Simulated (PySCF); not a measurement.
C₄H₅NO, SMILES C1=CN=COC1. Heavy atoms are numbered as in [CH:1]1=[CH:2][N:3]=[CH:4][O:5][CH2:6]1. Hydrogens are named by the atom that carries them.

Geometry optimised at B3LYP-D3(BJ)/def2-SVP. The geometry has at least one imaginary mode, so it is a saddle point at that level. One conformer was computed; it need not be the lowest.

Level of theory: r2SCAN/def2-TZVP (PySCF).

Atomic charges (e), one atom of each kind:

```
atom      meta-Löwdin  Mulliken
--------  -----------  --------
C1 (CH)         -0.18     -0.18
C2 (CH)         -0.03     -0.04
N3              -0.32     -0.31
C4 (CH)          0.23      0.16
O5              -0.33     -0.25
C6 (CH2)         0.00      0.06
H on C1          0.13      0.12
H on C2          0.13      0.12
H on C4          0.13      0.13
H on C6          0.12      0.09
```

Computed Mayer and Wiberg (Löwdin basis) orders of the bonds:
```json
[
 {"bond": "C1–C2", "Mayer": "1.85", "Wiberg": "1.99"},
 {"bond": "C2–N3", "Mayer": "1.09", "Wiberg": "1.44"},
 {"bond": "N3–C4", "Mayer": "1.82", "Wiberg": "2.20"},
 {"bond": "C4–O5", "Mayer": "1.15", "Wiberg": "1.73"},
 {"bond": "C1–C6", "Mayer": "0.99", "Wiberg": "1.24"},
 {"bond": "O5–C6", "Mayer": "0.90", "Wiberg": "1.35"}
]
```
